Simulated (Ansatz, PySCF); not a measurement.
Dissociation curve of BH, singlet.

- UKS-B3LYP/6-31G* = unrestricted B3LYP/6-31G*, spherical d in PySCF
- FCI = Ansatz (a first-principles code) with full CI/cc-pVDZ, frozen core

Energies relative to the lowest point of each curve near equilibrium, in kJ/mol:

| R / Å | UKS-B3LYP/6-31G* |
|---|---|
| 0.98 | 101.1 |
| 1.22 | 0.4 |
| 1.31 | 3.7 |
| 1.43 | 23.0 |
| 1.65 | 78.8 |
| 1.87 | 141.5 |
| 2.08 | 199.2 |
| 2.51 | 285.7 |
| 3.03 | 327.3 |
| 3.73 | 345.8 |
| 4.38 | 349.6 |
| 4.98 | 350.2 |

### Question
Estimate the FCI values at these points.

### Answer
0.98: 113.9; 1.22: 1.2; 1.31: 2.4; 1.43: 20.4; 1.65: 75.2; 1.87: 135.2; 2.08: 186.8; 2.51: 264.2; 3.03: 310.0; 3.73: 327.7; 4.38: 330.7; 4.98: 331.3 (kJ/mol).

The unrestricted determinant behind UKS-B3LYP/6-31G* is spin-contaminated at 0.98 to 1.31, 2.20 to 4.98 Å (<S²> up to 1.0, against 0.00 for a pure singlet).
